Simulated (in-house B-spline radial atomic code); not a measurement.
Mo. Computed with a B-spline radial atomic code. Model: all-electron spherical atom, spin shells full or empty, radial basis limit, no spin-orbit coupling: exact exchange with a local potential (Slater, KLI or optimised effective potential, whose far tail is KLI's), no correlation.

Exchange potential has not reached -1/r at the last radius.

The run also made RPA and GW results, which its time includes.

The Slater potential averages the orbital exchange potentials with the orbital densities as weights, KLI adds orbital constants, and the optimised effective potential minimises the exact-exchange energy among local potentials. So their energies lie above Hartree-Fock in the order OEP, KLI, Slater. All fall off as −1/r, unlike LDA and GGA exchange.

Command:
```bash
python run_gw.py task.json out
```
Settings (nuclear radius in fm, other lengths in bohr, energies in hartree):
```
Z                      42
electrons              42
configuration          [Kr] 4d5 5s1
hamiltonian            x2c
method                 slater
lmax                   9
rms_radius             4.4091
spin_polarised         True
box_radius             40
intervals              108
ion_configuration      [Kr] 4d5
```

Run time, properties included: 42 s on 1 thread of Arm Neoverse N1, on a shared host.

Given: hamiltonian one-electron scalar X2C; mean-field start Slater potential.

Computed: energy above Hartree-Fock 385.07 millihartree.

```
radius (bohr)  r times exchange potential up (hartree bohr)  r times exchange potential down (hartree bohr)
      0.00119                                     -0.056309                                       -0.056303
      0.00151                                     -0.071326                                       -0.071318
      0.00191                                     -0.089991                                       -0.089982
      0.00243                                      -0.11405                                        -0.11404
      0.00307                                      -0.14328                                        -0.14327
       0.0039                                      -0.18051                                        -0.18049
      0.00494                                             ?                                               ?
      0.00626                                      -0.28134                                        -0.28131
      0.00794                                      -0.34805                                        -0.34802
       0.0101                                      -0.42723                                        -0.42719
       0.0128                                       -0.5156                                        -0.51556
       0.0162                                      -0.61061                                        -0.61056
       0.0205                                             ?                                               ?
        0.026                                      -0.79456                                        -0.79452
        0.033                                      -0.85926                                        -0.85923
       0.0418                                      -0.88704                                        -0.88703
        0.053                                        -0.896                                        -0.89599
       0.0671                                      -0.95546                                        -0.95525
       0.0851                                       -1.0975                                         -1.0969
        0.108                                       -1.2679                                         -1.2668
        0.137                                       -1.3893                                         -1.3879
        0.173                                       -1.4014                                         -1.3991
         0.22                                       -1.3585                                           -1.35
        0.279                                       -1.4905                                         -1.4773
        0.353                                       -1.7237                                          -1.712
        0.448                                       -1.8524                                         -1.8461
        0.568                                       -1.7642                                         -1.7737
         0.72                                        -1.481                                         -1.4893
        0.912                                       -1.4851                                         -1.3645
         1.16                                       -1.6702                                         -1.4418
         1.47                                       -1.7267                                         -1.4555
         1.86                                       -1.6172                                         -1.3808
         2.36                                       -1.4252                                          -1.272
         2.99                                       -1.2626                                         -1.1752
         3.79                                       -1.1587                                          -1.104
          4.8                                       -1.0934                                         -1.0578
         6.08                                       -1.0513                                         -1.0305
```

Task: What belongs in the row 0.00494?

Result: r times exchange potential up (hartree bohr): -0.2259; r times exchange potential down (hartree bohr): -0.22588.

Task: What belongs in the row 0.0205?

Result: r times exchange potential up (hartree bohr): -0.7066; r times exchange potential down (hartree bohr): -0.70655.

```
occupied  level (hartree)  Hartree-Fock level (hartree)
   1s up          -734.52                       -738.91
 1s down          -734.51                       -738.91
   2s up                ?                             ?
 2s down          -104.97                        -107.1
   2p up          -94.336                       -95.563
 2p down          -94.323                       -95.532
   3s up          -18.404                        -19.42
 3s down          -18.387                       -19.402
   3p up          -14.845                       -15.517
 3p down          -14.828                       -15.498
   3d up          -8.9843                       -9.1739
 3d down          -8.9614                       -9.1255
   4s up           -2.656                       -3.0091
 4s down          -2.5226                       -2.7887
   4p up          -1.6935                       -1.8992
 4p down          -1.5533                       -1.6045
   4d up                ?                             ?
   5s up         -0.29606                      -0.23829
```

Task: What belongs in the row 2s up?

Result: level (hartree): -104.99; Hartree-Fock level (hartree): -107.13.

Task: What belongs in the row 4d up?

Result: level (hartree): -0.36333; Hartree-Fock level (hartree): -0.34393.

```json
{"empty": "5s down", "level (hartree)": "-0.25857"}
{"empty": "4d down", "level (hartree)": "-0.24579"}
{"empty": "5p up", "level (hartree)": "?"}
{"empty": "5p down", "level (hartree)": "-0.13734"}
{"empty": "6s up", "level (hartree)": "-0.085411"}
{"empty": "6s down", "level (hartree)": "-0.08056"}
{"empty": "6p up", "level (hartree)": "?"}
{"empty": "5d up", "level (hartree)": "-0.057338"}
{"empty": "6p down", "level (hartree)": "-0.056123"}
```

Task: What belongs in the row 5p up?

Result: level (hartree): -0.15523.

Task: What belongs in the row 6p up?

Result: level (hartree): -0.05924.

The highest level, 5s up, differs from Hartree-Fock by -1.6 eV and the deepest, 1s up, by +120 eV: the Slater potential lacks the response part and is deeper than the optimised one throughout, so the top level comes too deep.
